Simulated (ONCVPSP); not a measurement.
Transferability test, ONCV potential for vanadium (V)

ONCVPSP 4.0.1 input, shortened (lines: element, Z, core and valence counts, functional; n l f; lmax; l rc ep ncon nbas qcut; lloc lpopt rc5 dvloc0; l nproj debl; icmod fcfact rcfact), PBE, scalar-relativistic:

```
  V 23.00    3    4        4      upf
    1    0    2.00
    2    0    2.00
    2    1    6.00
    3    0    2.00
    3    1    6.00
    3    2    3.00
    4    0    2.00
    2
    0    1.85    0.00    4    8    7.40
    1    1.10    0.00    4    7    9.00
    2    1.85    0.00    4    8    7.00
    4    1    0.70    0.00
    0    3    2.30
    1    2    4.80
    2    2    2.20
    4    0.60    0.00
```

Energies are relative to the spin-unpolarised reference configuration 3s2 3p6 3d3 4s2; without spin polarisation the order of configurations can differ from experiment.

```
valence configuration  charge  ΔE all-electron (eV)  error AE − PS (meV)
      3s2 3p6 3d3 4s0      +2                22.031                  0.0
      3s2 3p6 3d2 4s0      +3                50.928                  +83
      3s2 3p6 3d4 4s1       0                 0.586                  +32
```

(1) What are ΔE and the potential's error for 3s2 3p6 3d3 4s1?

Levels in the configuration 3s2 3p6 3d3 4s0:

| level | all-electron (eV) | pseudo (eV) |
| --- | --- | --- |
| 3s | -86.777 | -86.887 |
| 3p | -60.583 | -60.644 |
| 3d | -21.317 | -21.364 |

## Answers

(1) ΔE = 7.735 eV all-electron; the error (AE − PS) is +0.2 meV.
